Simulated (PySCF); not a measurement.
germanium monoxide (GeO), SMILES [O]=[Ge] (connectivity only; charge and spin as stated), neutral, multiplicity 1.

Geometry optimised at B3LYP-D3(BJ)/def2-TZVPD.

The numbers are results of PBE0/def2-TZVPD run with PySCF, not measurements.

The molecule is in vacuum.

| Quantity | Value |
|---|---|
| total energy | -2151.91794 hartree |
| point group | C∞v |
| highest occupied level | -8.55 eV |
| lowest empty level | -2.14 eV |
| orbital gap | 6.42 eV |
| dipole moment | 3.48 D |
| quadrupole, principal values (traceless, Buckingham form, about the centre of nuclear charge) | -6.51, 3.25, 3.25 D·Å |
| mean static polarisability | 31.8 bohr³ (4.71 Å³) |
| polarisability, principal values | 28.2, 28.2, 39.0 bohr³ |
